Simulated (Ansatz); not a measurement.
Spin states of H3IrO3 (SMILES [OH][Ir]([OH])[OH]), each relaxed at B3LYP-D3(BJ)/def2-TZVP; lowest solutions found, singlets restricted, no spin–orbit coupling, no relativity up to Kr.
Multiplicity 1 (charge 0, multiplicity 1):
| atom | x (Å) | y (Å) | z (Å) |
|---|---|---|---|
| Ir | 0.0259 | 0.0986 | 0.0409 |
| O | 1.6656 | -0.3872 | -0.6600 |
| H | 2.3273 | 0.2718 | -0.3849 |
| O | -0.4800 | -0.5226 | 1.7051 |
| H | -0.9053 | -1.3927 | 1.6114 |
| O | -1.0958 | 1.1982 | -0.9308 |
| H | -1.6394 | 0.6585 | -1.5307 |
Multiplicity 3 (charge 0, multiplicity 3):
```xyz
7

Ir    -0.403     0.217     0.078
O      1.219    -0.673    -0.357
H      1.946    -0.050    -0.200
O     -0.597    -0.798     1.659
H      0.164    -1.350     1.892
O     -1.018     1.459    -1.204
H     -1.412     1.120    -2.019
```

The values were computed with Ansatz (a first-principles code) with Gaussian orbitals. Each number belongs to the level named beside it. In def2 rows elements past Kr take small-core potentials, without spin–orbit coupling.

The energy of multiplicity 3 less that of multiplicity 1 (kcal/mol) and the share of exact exchange:

```json
[
 {"functional": "PBE/def2-TZVPP", "exact exchange (%)": "0", "value": "20.02"},
 {"functional": "PBE0/def2-TZVPP", "exact exchange (%)": "25", "value": "16.89"},
 {"functional": "BLYP/def2-TZVPP", "exact exchange (%)": "0", "value": "18.50"},
 {"functional": "B3LYP/def2-TZVPP", "exact exchange (%)": "20", "value": "16.73"},
 {"functional": "BHLYP/def2-TZVPP", "exact exchange (%)": "50", "value": "11.48"},
 {"functional": "r2SCAN/def2-TZVPP", "exact exchange (%)": "0", "value": "15.69"},
 {"functional": "r2SCANh/def2-TZVPP", "exact exchange (%)": "10", "value": "14.60"}
]
```

Take the value as linear in the share of exact exchange along PBE and PBE0. Give the slope, say whether the sign turns, and set the other functionals against that line.


Slope: (16.89 − (20.02))/2.5 = -1.25 kcal/mol for each 10 %. The line keeps its sign from 0 to 100 %. At 50 % it gives 13.8 kcal/mol. The LYP pair gives (11.48 − (18.50))/5 = -1.40 for each 10 %. BHLYP, at 50 %, lies -2.3 from the PBE line. B3LYP, at 20 %, lies -0.8 from the PBE line. r2SCAN, with none, stands -4.3 from PBE. The r2SCAN pair gives -1.10 for 10 %.
